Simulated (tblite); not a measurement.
C5H6F3O2 (doublet state).
Geometry (GFN2-xTB, Å), atoms numbered from 1 in this order:
```
atom  x, y, z in Å
C1    -1.4377    1.6044    0.2185
C2    -0.3613    0.6313    0.4544
C3    -0.9155   -0.6618    1.0538
F4    -1.7546   -1.2777    0.1881
F5     0.0692   -1.5552    1.3162
C6     0.3940    0.2895   -0.8730
F7     0.7934    1.4608   -1.4621
C8     1.6424   -0.5412   -0.5559
O9     2.5210   -0.1741    0.1693
O10    1.6090   -1.7134   -1.1754
H11   -2.4392    1.2646    0.0395
H12   -1.1846    2.6245    0.0107
H13    0.4033    1.0360    1.1310
H14   -1.4659   -0.4877    1.9903
H15   -0.2561   -0.2318   -1.5835
H16    2.3751   -2.2594   -0.9334
```

Computed values, GFN2-xTB/tblite, gas phase, harmonic and unscaled. The method is semi-empirical: single wavenumbers can be off by several per cent or more. One conformer, not necessarily the lowest. Open shells enter through the occupations alone, without spin polarisation, and single modes of such species can be off by tens of per cent.

Harmonic wavenumbers (cm⁻¹): 33.5, 70.9, 87.3, 122.6, 148.0, 202.8, 223.2, 240.9, 274.1, 312.9, 437.7, 481.8, 511.7, 577.7, 603.3, 637.9, 657.1, 726.2, 835.2, 898.4, 964.8, 998.4, 1053.0, 1066.9, 1111.9, 1115.6, 1145.0, 1171.4, 1210.0, 1252.9, 1263.1, 1270.2, 1283.4, 1294.5, 1382.0, 1805.0, 2903.0, 2909.9, 2954.5, 3142.1, 3195.7, 3428.5.

A = 1614, B = 1259, C = 893.5 MHz; mass 155.032 u (most abundant isotopes); point group C1, symmetry number 1; spin multiplicity 2.

Question: What is the zero-point energy?

Answer: Half the sum of the wavenumbers: 23002 cm⁻¹ = 65.77 kcal/mol.

Question: What is S at 200 K and 1 bar for an ideal gas of classical rigid rotors and harmonic oscillators?

Answer: Translation 39.07, rotation 28.37, vibration 22.44, spin (R ln 2) 1.38: S = 91.3 cal/(mol K).

Question: And Cp and H(200 K) − H(0)?

Answer: Cp = 30.56 cal/(mol K), of which vibrations give 22.61 (their classical limit is 42 R = 83.5); H(200 K) − H(0) = 3.98 kcal/mol without the zero-point energy, 2.39 from vibrations.

Question: Blend soft modes into free rotors: weight 1/[1 + (100 cm⁻¹/ν̃)⁴] for the oscillator and the rest for a rotor with moment μB/(μ + B), μ = h/(8π²ν), B = 10⁻⁴⁴ kg m². What vibrational entropy results?

Answer: 20.59 cal/(mol K) in place of 22.44, which changes −T·S at 200 K by +0.37 kcal/mol.

Question: How do the functions run with temperature in this model?

Answer: 
```tsv
T (K)	S (cal/(mol K))	Cp (cal/(mol K))	H − H(0) (kcal/mol)	G − H(0) (kcal/mol)	ln q(vib)
100	73.8	20.6	1.41	-5.98	2.22
300	105.4	40.0	7.51	-24.12	8.22
500	129.7	55.4	17.15	-47.71	13.73
800	159.0	68.6	35.96	-91.21	21.20
1000	174.9	73.8	50.23	-124.63	25.65
```

q(vib) and H(0) count from the zero-point level.

Hindered rotation and anharmonicity are outside this model. Other conformers, if any are populated, would add a mixing term that is left out. The structure is chiral; the term R ln 2 for an equal mix with its mirror image is left out.
